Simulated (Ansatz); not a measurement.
**Strength of the C–C bond: C8H18 → 2 C4H9**

Species: C8H18 (hexamethylethane) `CC(C)(C)C(C)(C)C`, singlet; C4H9 (tert-butyl radical) `C[C](C)C`, doublet. 

Shapes, held fixed at every level: PBE0-D4/def2-TZVP. Flexible molecules stand in one conformer, not always the lowest. Programs: Ansatz 0.2.0. Electronic energies: no zero-point or thermal term.

Estimate ΔE of this reaction.

The highest level, CCSD(T)/CBS estimate, gives ΔE = +357.5 kJ/mol; the levels span +182.2 to +387.6. The column of differences is taken from that level and isn't an error. Hartree–Fock misses the correlation of the pair that is broken and comes out low. No measured value is set beside it here. Open shells run unrestricted unless RO is named. The CBS estimate extrapolates MP2 from def2-TZVPP and def2-QZVPP and adds CCSD(T) − MP2 in the triple-zeta set, cores frozen.

| level | kind | ΔE (kJ/mol) | less CCSD(T)/CBS estimate |
| --- | --- | --- | --- |
| HF/def2-SVP | Hartree–Fock | +182.2 | -175.3 |
| r2SCAN-D4/def2-TZVPP | meta-GGA | +290.3 | -67.2 |
| BHLYP-D4/def2-TZVPP | global hybrid | +298.6 | -58.9 |
| PBE0-D4/def2-TZVPP | global hybrid | +312.7 | -44.8 |
| wB97X-V/def2-TZVPP | range-separated hybrid | +338.0 | -19.5 |
| MP2/def2-TZVPP | perturbation theory | +387.6 | +30.1 |
| CCSD(T)/def2-TZVPP | coupled cluster or CI | +354.0 | -3.5 |
| CCSD(T)/CBS estimate | coupled cluster or CI | +357.5 | 0.0 |
